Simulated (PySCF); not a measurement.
Coordinates in bohr (charge 0 multiplicity 1):
```
Sb    0.0000    1.8142   -0.2829
I    -0.0029    0.1278    4.6039
I     3.9580   -0.9278   -2.1647
I    -3.9551   -0.9283   -2.1697
```

Level of theory: PBE0 in PySCF with Sb def2-SVP with ECP28, I def2-SVP with ECP28; scalar-relativistic core potentials, no spin–orbit coupling; density-fitted integrals.

This geometry of SbI₃ is a stationary point at this level.

Task: What is the point group?

Result: C3v.

Task: Is it a minimum?

Result: Yes: all harmonic wavenumbers are real, though the softest, 56 cm⁻¹, leaves little margin.

Task: Which band is strongest in the infrared?

Result: 199 cm⁻¹ (e), 71 km/mol.

Task: What are the dipole moment and the gap between the highest occupied and lowest empty levels?

Result: 1.76 D and 4.64 eV.

Task: Give the ideal-gas entropy at 298.15 K and 1 bar by parts.

Result: translation 186.4, rotation 130.8, vibration 82.4, spin 0.0; total 399.6 J/(mol K).
